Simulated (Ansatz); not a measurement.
`O=C[SiH2]Br` + silanol → `O=C[SiH2]O[SiH3]` + HBr  (ligand exchange at the Si–Br bond)

Gas-phase electronic energies from Ansatz, PBE0-D4/def2-TZVP geometries. CCSD(T)/CBS is the MP2 limit (def2-TZVPP, def2-QZVPP) plus CCSD(T) − MP2 in def2-TZVPP, frozen cores. Functionals use def2-TZVPP. For Br outer-core shells are correlated without core-valence functions, which leaves a few kJ/mol of doubt a bond. Scalar relativity is left out up to krypton. Each species was taken in one conformer, which may not be the lowest.

`O=C[SiH2]Br`:

Z-matrix (Å, degrees):
```
Si
C 1 1.926
Br 1 2.218 2 109.2
H 1 1.480 2 108.8 3 119.4
H 1 1.480 2 108.8 3 -119.3
O 2 1.203 1 118.8 3 -179.0
H 2 1.114 1 120.6 3 1.1
```

`O[SiH3]`:

Z-matrix (Å, degrees):
```
Si
O 1 1.648
H 1 1.489 2 111.7
H 1 1.489 2 111.7 3 120.9
H 1 1.481 2 105.9 3 -119.6
H 2 0.957 1 117.9 3 -60.5
```

`O=C[SiH2]O[SiH3]`:

Z-matrix (Å, degrees):
```
Si
C 1 1.920
O 1 1.620 2 107.1
H 1 1.486 2 108.9 3 120.4
H 1 1.486 2 108.8 3 -120.4
O 2 1.208 1 119.2 3 -0.1
H 2 1.116 1 121.5 3 180.0
Si 3 1.648 1 143.9 2 -0.5
H 8 1.485 3 106.2 1 -179.4
H 8 1.482 3 110.7 1 62.1
H 8 1.482 3 110.7 1 -61.0
```

HBr:

```xyz
2

Br    0.116   -0.698    0.058
H    -0.116    0.698   -0.058
```

CCSD(T)/CBS gives -20.2 kJ/mol.

Q: Another level gave -13.1 kJ/mol. Which?
A. PBE/def2-TZVPP
B. PBE0-D4/def2-TZVPP
C. CCSD/def2-TZVPP
D. MP2/def2-TZVPP

A: B. PBE0-D4 -13.1, CCSD/def2-TZVPP -26.6, MP2/def2-TZVPP -20.6, PBE -5.2 kJ/mol.

Largest T1 diagnostic among the species: 0.014.

The D4 term adds −6.5 kJ/mol with B3LYP and −3.8 kJ/mol with PBE0; it sums over pairs of atoms, weighted by their polarisabilities, and B3LYP, whose exchange is more repulsive, gets the larger term. From PBE to PBE0 (25 % exact exchange), in def2-TZVPP and without D4, ΔE moves by −4.1 kJ/mol. In def2-TZVPP, CCSD(T) changes the Hartree–Fock value by +4.2 kJ/mol (the triples alone add +1.5 kJ/mol) and MP2 by +8.8 kJ/mol.

B3LYP here is the variant with VWN-RPA as its local correlation; programs differ in this.
